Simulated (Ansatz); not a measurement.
The cluster Hg2Cl4⁺. Total charge 1; doublet. Geometry PBE0-D4/def2-SVP.

```xyz
6

Hg   -0.447    0.297   -1.229
Hg    1.099   -0.668    2.425
Cl    0.871   -0.668    4.665
Cl   -0.506    0.393   -3.878
Cl   -2.401    1.331   -2.014
Cl    1.385   -0.685    0.031
```

In the def2 sets Hg takes a core potential; there is no spin–orbit coupling. Another isomer (doublet) lies 0.51 eV lower at PBE0-D4/def2-TZVP; other spin states weren't run for this one.

Question: Estimate the α-spin orbital energies around the gap (eV) in Ansatz with HF/def2-TZVP, PBE-D4/def2-TZVP, PBE0-D4/def2-SVP, PBE0-D4/def2-TZVP, r2SCAN0-D4/def2-TZVP.

Answer: 
```tsv
orbital	HF/def2-TZVP	PBE-D4/def2-TZVP	PBE0-D4/def2-SVP	PBE0-D4/def2-TZVP	r2SCAN0-D4/def2-TZVP
HOMO−13	-24.05	-16.88	-19.11	-18.96	-19.35
HOMO−12	-24.05	-16.88	-19.11	-18.96	-19.35
HOMO−11	-20.30	-15.20	-16.77	-16.65	-16.92
HOMO−10	-19.75	-14.78	-16.21	-16.16	-16.43
HOMO−9	-19.17	-14.50	-15.93	-15.97	-16.25
HOMO−8	-18.73	-13.87	-15.27	-15.29	-15.55
HOMO−7	-18.32	-13.77	-15.02	-15.00	-15.21
HOMO−6	-17.81	-13.35	-14.74	-14.77	-15.04
HOMO−5	-17.40	-12.49	-13.83	-13.89	-14.13
HOMO−4	-16.49	-12.05	-13.37	-13.42	-13.69
HOMO−3	-16.25	-11.85	-13.18	-13.25	-13.52
HOMO−2	-16.25	-11.83	-13.17	-13.21	-13.43
HOMO−1	-16.21	-11.74	-13.16	-13.19	-13.40
HOMO	-16.07	-11.67	-13.06	-13.11	-13.39
LUMO	-4.77	-9.21	-8.47	-8.38	-8.34
LUMO+1	-3.36	-8.27	-7.38	-7.32	-7.27
LUMO+2	-2.86	-5.95	-5.05	-5.28	-5.12
LUMO+3	-2.70	-5.66	-4.74	-4.97	-4.78
LUMO+4	-2.28	-5.59	-4.57	-4.88	-4.70
LUMO+5	-1.39	-4.60	-3.54	-3.85	-3.65
β HOMO	-15.92	-11.49	-12.86	-12.97	-13.22
β LUMO	-4.91	-10.54	-9.52	-9.55	-9.40
```
